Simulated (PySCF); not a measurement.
**Polarisability and C₆ of Ni⁺ (nickel, charge +1)**

[Ar] 3d9, 2D determinant. Calculation: PySCF 2.14, in x2c-QZVPPall with one added diffuse shell each of s, p, d, f, g type (12s8p7d5f3g, 133 functions); the spin-free X2C one-electron Hamiltonian (Gaussian nucleus). Coupled (time-dependent) response in atomic units; α is the mean over directions.

```json
{"method": "PW91", "mean α (bohr³)": "9.816", "α xx, yy, zz": "9.171, 9.171, 11.11", "C₆ (like pair)": "34.44", "S(−4)": "96.88"}
```

S(−4) is the Cauchy moment in α(ω) = α(0) + S(−4) ω² + …

α(iu) at PW91:

```json
{"u (hartree)": "0", "α(iu) (bohr³)": "9.816"}
{"u (hartree)": "0.0500", "α(iu) (bohr³)": "9.584"}
{"u (hartree)": "0.100", "α(iu) (bohr³)": "8.979"}
{"u (hartree)": "0.200", "α(iu) (bohr³)": "7.409"}
{"u (hartree)": "0.300", "α(iu) (bohr³)": "6.062"}
{"u (hartree)": "0.500", "α(iu) (bohr³)": "4.349"}
{"u (hartree)": "0.750", "α(iu) (bohr³)": "3.183"}
{"u (hartree)": "1.00", "α(iu) (bohr³)": "2.481"}
{"u (hartree)": "1.50", "α(iu) (bohr³)": "1.674"}
{"u (hartree)": "2.00", "α(iu) (bohr³)": "1.228"}
{"u (hartree)": "3.00", "α(iu) (bohr³)": "0.7586"}
{"u (hartree)": "5.00", "α(iu) (bohr³)": "0.3800"}
```

A single London oscillator, α(iu) = α/(1 + u²/ω²), gives C₆ = (3/4) ω α². Matching the computed C₆ needs ω = 4 × 34.44 / (3 × 9.816²) = 0.477 hartree.

For an ion, C₆ is the dispersion term alone; charge-induced terms of lower order in 1/R come first.

The components differ because the open shell of this determinant is not spherical; for a pure term their mean is the scalar polarisability.

⟨S²⟩ = 0.82 against 0.75 shows spin contamination.
